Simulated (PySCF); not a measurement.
# Electron correlation in Ge²⁺ (germanium, charge +2)

[Ar] 3d10 4s2, closed-shell 1S. Computed with PySCF 2.14 in aug-cc-pVQZ-PP with ECP10MDF (7s6p5d3f2g, 89 functions), with a scalar-relativistic core potential. Frozen: 3s2 3p6 3d10; 2 electrons correlated.

With two correlated electrons CCSD is exact within the correlated space (frozen core and kept virtual orbitals).

| level | correlation energy (mhartree) |
| --- | --- |
| CCSD | -40.44 |

Diagnostics: T1 = 0.0050, D1 = 0.0071, largest double amplitude 0.101.

Cost of the coupled-cluster step: roughly 4 core-seconds, for 2 correlated electrons.
